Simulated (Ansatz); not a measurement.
Start from `C[N](C)[MgH]` and change one atom or group to get `C[N](C)[K]`.

Ansatz, PBE0-D4/def2-TZVP geometries, multiplicity 1. 

Scalar relativity is left out up to krypton.

```csv
property,`C[N](C)[MgH]`
HOMO–LUMO gap (ωB97M-V/def2-TZVPP) / eV,8.50
HOMO energy (PBE0/def2-TZVPP) / eV,-5.43
HOMO energy (B3LYP/def2-TZVPP) / eV,-5.26
LUMO energy (PBE/def2-TZVPP) / eV,-1.23
LUMO energy (B3LYP/def2-TZVPP) / eV,-0.77
LUMO energy (PBE0/def2-TZVPP) / eV,-0.51
```

Task: Give the same properties after the change, and the shifts. (Best estimate.)

Result: The calculation gave: 
```csv
property,`C[N](C)[K]`,shift
HOMO–LUMO gap (ωB97M-V/def2-TZVPP) / eV,4.76,-3.74
HOMO energy (PBE0/def2-TZVPP) / eV,-3.15,2.28
HOMO energy (B3LYP/def2-TZVPP) / eV,-3.01,2.25
LUMO energy (PBE/def2-TZVPP) / eV,-1.67,-0.44
LUMO energy (B3LYP/def2-TZVPP) / eV,-1.42,-0.65
LUMO energy (PBE0/def2-TZVPP) / eV,-1.14,-0.63
```

With PBE0 the HOMO rises by 2.28 eV and the LUMO falls by 0.63 eV, so the gap narrows by about 2.91 eV. PBE moves the HOMO by 2.16 eV and ωB97M-V by 2.34 eV.

B3LYP here is the variant with VWN-RPA as its local correlation; programs differ in this.
